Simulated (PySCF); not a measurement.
PySCF input file for FH₃O₃Si, SMILES O[Si](F)(O)O, TPSSh-D3(BJ)/def2-SVP. 

```python
import numpy as np
from pyscf import gto, scf, dft
from pyscf.geomopt import geometric_solver

mol = gto.M(
    atom='''
    O    -1.51459776    0.21479113   -0.52608901
    Si    0.00000000    0.00000000   -0.03001371
    O     0.57128430   -1.41907571   -0.52608899
    O     0.94331346    1.20428457   -0.52608901
    F    -0.00000001    0.00000001    1.58517893
    H    -2.15477791   -0.48058562   -0.40676077
    H     1.49358831   -1.62579961   -0.40676075
    H     0.66118960    2.10638521   -0.40676079
    ''',
    basis='def2-SVP',
    charge=0,
    spin=0,
    max_memory=1600,
    verbose=3,
)
mf = dft.RKS(mol, xc='tpssh').density_fit(auxbasis='def2-universal-jkfit')
mf.disp = 'd3bj'
mf.grids.level = 4
mf.conv_tol = 1e-9
mf.max_cycle = 100
mf.kernel()
grad = mf.nuc_grad_method()
grad.grid_response = mol.nao <= 150
conv, mol_eq = geometric_solver.kernel(grad, convergence_set='GAU_TIGHT', maxsteps=100)
print(mol_eq.tostring(format='xyz'))
mf.reset(mol_eq)
mf.kernel()
```

Program output:

```
converged SCF energy = -616.67407324756
[banner and settings of the optimiser left out]
Geometry optimization cycle 1
Cartesian coordinates (Angstrom)
 Atom        New coordinates             dX        dY        dZ
   O  -1.514598   0.214791  -0.526089    0.000000  0.000000  0.000000
  Si   0.000000   0.000000  -0.030014    0.000000  0.000000  0.000000
   O   0.571284  -1.419076  -0.526089    0.000000  0.000000  0.000000
   O   0.943313   1.204285  -0.526089    0.000000  0.000000  0.000000
   F  -0.000000   0.000000   1.585179    0.000000  0.000000  0.000000
   H  -2.154778  -0.480586  -0.406761    0.000000  0.000000  0.000000
   H   1.493588  -1.625800  -0.406761    0.000000  0.000000  0.000000
   H   0.661190   2.106385  -0.406761    0.000000  0.000000  0.000000

WARN: Mole.unit (angstrom) is changed to Bohr

converged SCF energy = -616.674073247564
--------------- DFRKS_Scanner gradients ---------------
         x                y                z
0 O     0.0131251365    -0.0124892608     0.0115541510
1 Si    -0.0000086246    -0.0000004796    -0.0189351067
2 O     0.0042607670     0.0176128386     0.0115599675
3 O    -0.0173779994    -0.0051237349     0.0115639749
4 F     0.0000001345     0.0000003376    -0.0096084828
5 H     0.0090688780     0.0094943165    -0.0020440152
6 H    -0.0127565743     0.0031059018    -0.0020449430
7 H     0.0036882822    -0.0125999192    -0.0020455457
----------------------------------------------
cycle 1: E = -616.674073248  dE = -616.674  norm(grad) = 0.0486441
Step    0 : Gradient = 1.720e-02/2.149e-02 (rms/max) Energy = -616.6740732476
Hessian Eigenvalues: 2.30000e-02 2.30000e-02 2.30000e-02 ... 5.70758e-01 5.70758e-01 5.70758e-01

Geometry optimization cycle 2
Cartesian coordinates (Angstrom)
 Atom        New coordinates             dX        dY        dZ
   O  -1.533460   0.215496  -0.534725   -0.018862  0.000705 -0.008636
  Si   0.000025   0.000008  -0.013244    0.000025  0.000008  0.016770
[...]
7 H    -0.0000110305     0.0000277240     0.0000114992
----------------------------------------------
cycle 45: E = -616.677313529  dE = -3.06801e-08  norm(grad) = 0.000108704
Step   44 : Displace = 2.605e-04/4.359e-04 (rms/max) Trust = 3.000e-01 (=) Grad = 3.843e-05/8.309e-05 (rms/max) E (change) = -616.6773135286 (-3.068e-08) Quality = 1.572
Hessian Eigenvalues: 7.19730e-05 2.65235e-04 5.74946e-04 ... 5.75087e-01 6.00342e-01 7.08309e-01

Geometry optimization cycle 46
Cartesian coordinates (Angstrom)
 Atom        New coordinates             dX        dY        dZ
   O  -1.566477   0.163209  -0.503949   -0.000389 -0.010618 -0.002949
  Si   0.005673   0.003392  -0.058600   -0.000084  0.000388 -0.000037
   O   0.592244  -1.439264  -0.578548    0.008910  0.001293  0.007514
   O   0.895554   1.231283  -0.688362   -0.006161  0.002562 -0.004516
   F   0.103262   0.059681   1.563387   -0.002601  0.008562 -0.000150
   H  -2.185576  -0.504525  -0.178764    0.002775 -0.012080  0.000099
   H   1.511904  -1.644146  -0.361344    0.009788  0.007525  0.009786
   H   0.643417   2.130370  -0.437204   -0.012237  0.002368 -0.009747
converged SCF energy = -616.677313590395
--------------- DFRKS_Scanner gradients ---------------
         x                y                z
0 O     0.0000479376    -0.0000131044     0.0000148685
1 Si    -0.0000917594    -0.0000759777     0.0000039448
2 O    -0.0000129837     0.0000331063     0.0000039193
3 O     0.0000515353     0.0000082806    -0.0000168496
4 F     0.0000088432     0.0000138978    -0.0000186374
5 H     0.0000042675     0.0000045167     0.0000002379
6 H     0.0000071483    -0.0000100384    -0.0000009126
7 H    -0.0000149887     0.0000393191     0.0000134292
----------------------------------------------
cycle 46: E = -616.67731359  dE = -6.1816e-08  norm(grad) = 0.000154752
Step   45 : Displace = 3.698e-04/6.292e-04 (rms/max) Trust = 3.000e-01 (=) Grad = 5.471e-05/1.192e-04 (rms/max) E (change) = -616.6773135904 (-6.182e-08) Quality = 1.484
Hessian Eigenvalues: 5.95765e-05 2.63779e-04 4.83141e-04 ... 5.76110e-01 5.99980e-01 6.74055e-01

Geometry optimization cycle 47
Cartesian coordinates (Angstrom)
 Atom        New coordinates             dX        dY        dZ
   O  -1.566530   0.152792  -0.508005   -0.000053 -0.010417 -0.004056
  Si   0.005536   0.004007  -0.058599   -0.000136  0.000615  0.000001
   O   0.600428  -1.439322  -0.567144    0.008184 -0.000058  0.011404
   O   0.890474   1.231819  -0.695455   -0.005080  0.000536 -0.007093
   F   0.099742   0.072289   1.563126   -0.003520  0.012608 -0.000261
   H  -2.183096  -0.515141  -0.178465    0.002480 -0.010616  0.000299
   H   1.520727  -1.637893  -0.346772    0.008824  0.006253  0.014571
   H   0.632717   2.131449  -0.452069   -0.010700  0.001079 -0.014865
converged SCF energy = -616.677313665354
--------------- DFRKS_Scanner gradients ---------------
         x                y                z
0 O     0.0000510085    -0.0000203760     0.0000170122
1 Si    -0.0001090522    -0.0000728971     0.0000090667
2 O    -0.0000172756     0.0000273240    -0.0000023733
3 O     0.0000559681     0.0000092722    -0.0000147102
4 F     0.0000107547     0.0000170998    -0.0000204594
5 H     0.0000088536     0.0000099581    -0.0000012624
6 H     0.0000149378    -0.0000107801     0.0000012361
7 H    -0.0000151949     0.0000403990     0.0000114904
----------------------------------------------
cycle 47: E = -616.677313665  dE = -7.49592e-08  norm(grad) = 0.000168589
Step   46 : Displace = 4.234e-04/6.798e-04 (rms/max) Trust = 3.000e-01 (=) Grad = 5.961e-05/1.315e-04 (rms/max) E (change) = -616.6773136654 (-7.496e-08) Quality = 1.309
Hessian Eigenvalues: 7.29322e-05 2.65889e-04 3.70150e-04 ... 5.75325e-01 5.98663e-01 6.14964e-01

Geometry optimization cycle 48
Cartesian coordinates (Angstrom)
 Atom        New coordinates             dX        dY        dZ
   O  -1.566380   0.151990  -0.509088    0.000150 -0.000802 -0.001082
  Si   0.005523   0.004364  -0.058570   -0.000013  0.000357  0.000029
   O   0.600230  -1.440962  -0.561696   -0.000198 -0.001640  0.005447
   O   0.890980   1.229579  -0.699563    0.000506 -0.002240 -0.004108
   F   0.099089   0.078313   1.562958   -0.000653  0.006024 -0.000168
   H  -2.183231  -0.514618  -0.177384   -0.000135  0.000523  0.001082
   H   1.520419  -1.638851  -0.340280   -0.000308 -0.000958  0.006493
   H   0.633369   2.130186  -0.459761    0.000652 -0.001263 -0.007691
converged SCF energy = -616.677313716816
--------------- DFRKS_Scanner gradients ---------------
         x                y                z
0 O     0.0000308142    -0.0000135975     0.0000098397
1 Si    -0.0000652393    -0.0000358405     0.0000034080
2 O    -0.0000095800     0.0000129375    -0.0000031731
3 O     0.0000309952     0.0000064603    -0.0000052453
4 F     0.0000065794     0.0000102652    -0.0000103998
5 H     0.0000049879     0.0000057733    -0.0000003325
6 H     0.0000090077    -0.0000054823     0.0000011436
7 H    -0.0000075651     0.0000194839     0.0000047594
----------------------------------------------
cycle 48: E = -616.677313717  dE = -5.14615e-08  norm(grad) = 9.47094e-05
Step   47 : Displace = 1.164e-04/2.080e-04 (rms/max) Trust = 3.000e-01 (=) Grad = 3.348e-05/7.451e-05 (rms/max) E (change) = -616.6773137168 (-5.146e-08) Quality = 1.420
Hessian Eigenvalues: 9.74141e-05 2.50803e-04 2.67040e-04 ... 5.74742e-01 5.83946e-01 6.01804e-01

Geometry optimization cycle 49
Cartesian coordinates (Angstrom)
 Atom        New coordinates             dX        dY        dZ
   O  -1.565855   0.159999  -0.508268    0.000525  0.008010  0.000820
  Si   0.005575   0.004429  -0.058517    0.000052  0.000065  0.000053
   O   0.592594  -1.444093  -0.561571   -0.007636 -0.003130  0.000125
   O   0.896853   1.224864  -0.700373    0.005873 -0.004714 -0.000810
   F   0.100286   0.078166   1.562968    0.001196 -0.000148  0.000011
   H  -2.185785  -0.503764  -0.176569   -0.002555  0.010854  0.000815
   H   1.511913  -1.646469  -0.340631   -0.008506 -0.007618 -0.000352
   H   0.644419   2.126867  -0.460423    0.011050 -0.003319 -0.000662
converged SCF energy = -616.677313739275
--------------- DFRKS_Scanner gradients ---------------
         x                y                z
0 O    -0.0000035480     0.0000005435    -0.0000013573
1 Si     0.0000045146     0.0000064884    -0.0000014722
2 O     0.0000032176    -0.0000055545    -0.0000014126
3 O    -0.0000034625    -0.0000008346     0.0000022269
4 F    -0.0000003353    -0.0000013342     0.0000035391
5 H     0.0000000950     0.0000000644     0.0000002336
6 H    -0.0000023146     0.0000022380     0.0000000767
7 H     0.0000018333    -0.0000016109    -0.0000018342
----------------------------------------------
cycle 49: E = -616.677313739  dE = -2.24595e-08  norm(grad) = 1.3206e-05
Step   48 : Displace = 2.279e-04/3.777e-04 (rms/max) Trust = 3.000e-01 (=) Grad = 4.669e-06/8.040e-06 (rms/max) E (change) = -616.6773137393 (-2.246e-08) Quality = 0.727
Hessian Eigenvalues: 1.07889e-04 2.60060e-04 2.83128e-04 ... 5.74696e-01 5.84165e-01 6.01563e-01

Geometry optimization cycle 50
Cartesian coordinates (Angstrom)
 Atom        New coordinates             dX        dY        dZ
   O  -1.566114   0.158235  -0.507943   -0.000259 -0.001764  0.000324
  Si   0.005582   0.004475  -0.058529    0.000008  0.000047 -0.000012
   O   0.594059  -1.443474  -0.561506    0.001465  0.000618  0.000065
   O   0.895369   1.225818  -0.700752   -0.001484  0.000953 -0.000378
   F   0.100609   0.078590   1.562916    0.000323  0.000424 -0.000052
   H  -2.185192  -0.506298  -0.176197    0.000593 -0.002534  0.000372
   H   1.513614  -1.644900  -0.340673    0.001701  0.001569 -0.000042
   H   0.642072   2.127555  -0.460700   -0.002347  0.000688 -0.000277
converged SCF energy = -616.677313741001
--------------- DFRKS_Scanner gradients ---------------
         x                y                z
0 O    -0.0000000506     0.0000002043    -0.0000003847
1 Si    -0.0000003774     0.0000011474     0.0000005295
2 O    -0.0000001874    -0.0000014266    -0.0000010255
3 O    -0.0000001550     0.0000000174     0.0000008254
4 F     0.0000001058     0.0000001275    -0.0000000457
5 H    -0.0000002919    -0.0000004999     0.0000003427
6 H     0.0000004500     0.0000002332     0.0000002745
7 H     0.0000005065     0.0000001966    -0.0000005162
----------------------------------------------
cycle 50: E = -616.677313741  dE = -1.72599e-09  norm(grad) = 2.67119e-06
Step   49 : Displace = 1.030e-04/1.668e-04 (rms/max) Trust = 3.000e-01 (=) Grad = 9.444e-07/1.767e-06 (rms/max) E (change) = -616.6773137410 (-1.726e-09) Quality = 1.107
Hessian Eigenvalues: 1.00996e-04 2.52524e-04 2.79329e-04 ... 5.74714e-01 5.84349e-01 6.02789e-01

Geometry optimization cycle 51
Cartesian coordinates (Angstrom)
 Atom        New coordinates             dX        dY        dZ
   O  -1.566134   0.157934  -0.507990   -0.000020 -0.000301 -0.000047
  Si   0.005578   0.004480  -0.058531   -0.000004  0.000005 -0.000002
   O   0.594338  -1.443372  -0.561453    0.000279  0.000103  0.000053
   O   0.895149   1.225976  -0.700764   -0.000221  0.000158 -0.000012
   F   0.100551   0.078659   1.562915   -0.000058  0.000069 -0.000001
   H  -2.185096  -0.506717  -0.176265    0.000097 -0.000419 -0.000068
   H   1.513925  -1.644624  -0.340598    0.000311  0.000276  0.000076
   H   0.641688   2.127664  -0.460699   -0.000384  0.000109  0.000001
converged SCF energy = -616.677313740818
--------------- DFRKS_Scanner gradients ---------------
         x                y                z
0 O     0.0000013207    -0.0000005600     0.0000005805
1 Si    -0.0000030017    -0.0000015322    -0.0000009360
2 O    -0.0000003300     0.0000002865    -0.0000001597
3 O     0.0000009953    -0.0000006458    -0.0000003884
4 F     0.0000003178     0.0000003072     0.0000004555
5 H     0.0000005209     0.0000004467    -0.0000000938
6 H     0.0000004624    -0.0000000135     0.0000001878
7 H    -0.0000002853     0.0000017111     0.0000003542
----------------------------------------------
cycle 51: E = -616.677313741  dE = 1.83149e-10  norm(grad) = 4.54645e-06
Step   50 : Displace = 1.387e-05/2.403e-05 (rms/max) Trust = 3.000e-01 (=) Grad = 1.607e-06/3.498e-06 (rms/max) E (change) = -616.6773137408 (+1.831e-10) Quality = -3.814
Hessian Eigenvalues: 1.00996e-04 2.52524e-04 2.79329e-04 ... 5.74714e-01 5.84349e-01 6.02789e-01
Converged! =D

8
XYZ from PySCF
O          -1.56613356        0.15793426       -0.50799025
Si          0.00557828        0.00448014       -0.05853056
O           0.59433840       -1.44337153       -0.56145267
O           0.89514861        1.22597577       -0.70076372
F           0.10055061        0.07865865        1.56291495
H          -2.18509552       -0.50671709       -0.17626501
H           1.51392545       -1.64462436       -0.34059757
H           0.64168772        2.12766413       -0.46069929
converged SCF energy = -616.677313740644
```

The run converged.
